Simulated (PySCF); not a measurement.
PySCF job for Ni(CO)2 (C2NiO2), SMILES [C-](#[O+])->[Ni]<-[C-]#[O+], multiplicity 1, PBE0/pcSseg-1. Geometry optimised at B3LYP-D3(BJ)/def2-SVP. The multiplicity is an assumed one; other spin states were not compared.

```python
import numpy as np
from pyscf import gto, scf, dft
from pyscf.prop.nmr import rks as nmr

mol = gto.M(
    atom='''
    Ni   -0.00000000   -0.00000000   -0.48454607
    O    -0.00000000   -2.61320038    0.73933925
    C     0.00000001   -1.63133578    0.14482183
    O    -0.00000000    2.61320038    0.73933925
    C     0.00000001    1.63133578    0.14482183
    ''',
    basis='pcSseg-1',
    charge=0,
    spin=0,
    max_memory=1600,
    verbose=3,
)
mf = dft.RKS(mol, xc='pbe0')
mf.grids.level = 3
mf.conv_tol = 1e-10
mf.max_cycle = 100
mf.kernel()
n = nmr.NMR(mf)
n.verbose = 2
n.max_cycle_cphf = 60
sigma = n.kernel()
print('atom   isotropic/ppm   span/ppm')
for i, s in enumerate(sigma):
    w = np.linalg.eigvalsh((s + s.T) / 2)
    print(f'{mol.atom_symbol(i):2s}{i + 1:3d} {w.mean():14.3f} {w[2] - w[0]:11.3f}')
```

Program output:

```
converged SCF energy = -1734.34204907815
atom   isotropic/ppm   span/ppm
Ni  1      -1146.517    3628.953
O   2        -36.231     595.748
C   3         -0.421     390.336
O   4        -36.231     595.748
C   5         -0.421     390.336
```

Self-consistency was reached.

Cost: about 12 core-seconds (a rough figure).
